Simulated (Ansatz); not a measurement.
```xyz
2

B     0.0000    0.0000    0.7552
B     0.0000    0.0000   -0.7552
```

Basis set: STO-3G (spherical functions). Left uncorrelated: 2 orbitals. Correlation on ROHF uses semicanonical orbitals with singles. Charge 0, multiplicity 3.

Computed with Ansatz (development build ahead of 0.2.0); the reference of a correlated method needn't be the lowest determinant of its kind.

The atomization energy at this shape (free ground-state atoms in the same class of orbitals less the molecule, no zero-point energy) of triplet B2:

| method | atomization energy |
| --- | --- |
| UHF-CCSD | 3.69 eV |
| ROHF-CCSD(T) | 3.70 eV |
| ROHF-CCSD | 3.45 eV |

Task: What does UHF-CCSD(T) give?

Result: 3.84 eV. Caution: the reference determinant was not shown to be the lowest. Caution for UHF-CCSD(T), UHF-CCSD: the unrestricted determinant is a mixture of spin states. Caution for ROHF-CCSD(T), ROHF-CCSD: an unrestricted determinant lies well below; other determinants can give a lower correlated total.

This basis has no polarisation functions and is too small for such energies, which can lie far from measured ones in either direction.
